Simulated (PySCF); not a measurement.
**Worked example: dipole moment from atomic charges**

CH₃BeBr, SMILES [CH3][Be][Br]. Atoms are numbered in the order given.

```xyz
6

Be     0.0000     0.0000     1.0945
Br     0.0000     0.0000    -0.8726
C      0.0000     0.0000     2.7724
H     -0.8817    -0.5090     3.1757
H      0.0000     1.0181     3.1757
H      0.8817    -0.5090     3.1757
```
Charge 0, spin multiplicity 1.

Geometry: ωB97X-D3(BJ)/def2-TZVP.

Charges (e) from CAM-B3LYP/def2-TZVPD (PySCF):

```tsv
atom	ESP fit	IAO
Be1	0.486	1.408
Br2	-0.264	-0.740
C3	-0.579	-1.116
H4	0.119	0.149
H5	0.118	0.149
H6	0.119	0.149
```

The dipole moment of the full density is 1.16 D.

Q: What dipole moment does each set of point charges give, and which comes closer to that of the density?

A: 
μ = Σ q r, and 1 e Å = 4.8032 D.
ESP fit: Σ q r = (0.000, -0.001, 0.288) e Å, |μ| = 1.38 D.
IAO: Σ q r = (0.000, 0.000, 0.512) e Å, |μ| = 2.46 D.
ESP fit comes closer in size. Point charges leave out the atoms' own dipoles (lone pairs, polarised bonds); fits to the potential absorb them, partitions of the density don't.
